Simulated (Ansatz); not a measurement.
Input for Ansatz (a quantum-chemistry and plane-wave program): R-wB97X-V/def2-TZVPP on CH5GeNO (SMILES C[O][Ge][NH2]), a point of a torsion scan.

Ansatz 0.2 input:
```yaml
crystal:
  periodic: [false, false, false]
  atoms:
    - {symbol: C, position_ang: [-1.71085576, -0.07349704, 0.28714237]}
    - {symbol: O, position_ang: [-0.36775464, 0.19999270, 0.00274690]}
    - {symbol: Ge, position_ang: [1.11347567, 0.01285938, 1.03114845]}
    - {symbol: N, position_ang: [2.17245811, 0.62969380, -0.29473137]}
    - {symbol: H, position_ang: [-2.29725640, 0.84328388, 0.17444339]}
    - {symbol: H, position_ang: [-1.85956961, -0.45799151, 1.30102143]}
    - {symbol: H, position_ang: [-2.08640593, -0.81562388, -0.42371201]}
    - {symbol: H, position_ang: [3.17274024, 0.74362513, -0.26150075]}
    - {symbol: H, position_ang: [1.81017980, 0.91142810, -1.19336938]}
basis:
  gaussian:
    orbitals: def2-TZVPP
hamiltonian:
  xc: {name: wB97X-V}
scf: {lower_state_search: off}
```

The log:

```
WARN ansatz: RAYON_NUM_THREADS=1 ignored (pool sized by the plan → 1); use --threads N
Functional definition: wB97X-V
these checks for a lower state are left out or cut short: stability, starts, cluster_reference, orbital_swaps, neighbouring_geometries, increment
integrals: 0.16 GiB planned
1170 factors; their error is unknown
integrals: 0.20 GiB planned
262 factors; integrals over basis functions are off by at most 9.8e-6 eV
mean field: 1.38 GiB planned
mean field evaluation 1: about -61161.4697 eV, gradient 6.7e1 eV
mean field evaluation 2: about -61158.3136 eV, gradient 8.0e1 eV
mean field evaluation 4: about -61169.5830 eV, gradient 3.9e0 eV
mean field evaluation 8: about -61169.6205 eV, gradient 7.0e-2 eV
mean field evaluation 16: about -61169.7950 eV, gradient 5.9e-5 eV
mean field -61169.79496401 eV, -2247.9485025511 hartree, gradient 3.2e-6 eV, S^2 0.000000; 0 other end points of the search recorded, 0 dependent functions left out
reference -61169.79496216 eV, -2247.9485024832 hartree; 29, 29 occupied and 182, 182 virtual orbitals, 1170 factors
Total energy: -61169.79496216 eV, -2247.9485024832 hartree
Checks for a lower state left out: stability, starts, cluster_reference, orbital_swaps, neighbouring_geometries, increment
```

Self-consistency was reached.

Cost: very roughly 15 core-seconds.
